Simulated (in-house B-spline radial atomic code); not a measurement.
## B3LYP (VWN-RPA) excitations of Au⁺

Method: B3LYP (VWN-RPA). Computed with an all-electron radial atomic-structure program (B-spline basis): linear response of the closed shell [Xe] 4f14 5d10 with the functional's adiabatic kernel; scalar-relativistic (spin-free one-electron X2C), finite nucleus, no spin-orbit coupling, no double excitations, S, P, D and F terms only; shells from n = 3 respond. Only terms of natural parity with L up to 3 were computed.

Spin-orbit coupling is strong here, so these LS terms don't match observed levels.

Command:
```bash
python run_td.py task.json out
```
Settings (radii: box in bohr, nucleus in fm):
```
Z                        79
electrons                78
configuration            [Xe] 4f14 5d10
hamiltonian              x2c
method                   b3lyp
box_radius               41.61
rms_radius               5.4371
intervals                74
```

Time taken, with all properties: 16 s on 1 thread of Arm Neoverse N1 (shared host).

The lowest states, in the order of their Tamm-Dancoff energies; the method's threshold (minus the highest occupied level) is 16.671 eV. Labels give the largest channel, * marks a mixed state, and oscillator strengths are full-response dipole values. Semilocal kernels can invert the small singlet-triplet splittings of Rydberg terms. Energies in eV:

```csv
state,full response,Tamm-Dancoff,oscillator strength
5d → 6s 3D,1.792,1.860,-
5d → 6s 1D,?,?,-
5d → 6p 3P,8.325,8.354,-
5d → 6p 3F,?,?,-
5d → 6p 1F,8.740,8.742,-
5d → 6p 1P,9.448,9.570,0.67
5d → 7s 3D,12.569,12.572,-
5d → 7s 1D,12.642,12.647,-
5d → 6d 3S,13.664,13.671,-
5d → 6d 3D,13.754,13.756,-
```

(1) Where does 5d → 6s 1D lie?

(2) Where does 5d → 6p 3F lie?

(3) How large is the singlet-triplet splitting of 5d → 6s (D terms) in Tamm-Dancoff?

(4) What polarisabilities and dispersion coefficient does the method give?

Answers

(1) At 2.710 eV in full response, 2.790 eV in Tamm-Dancoff.

(2) At 8.440 eV in full response, 8.461 eV in Tamm-Dancoff.

(3) 0.931 eV, from the unrounded values.

(4) Dipole 13.94 bohr³, quadrupole 133.6 bohr⁵, C6 104 hartree·bohr⁶ for two such species.
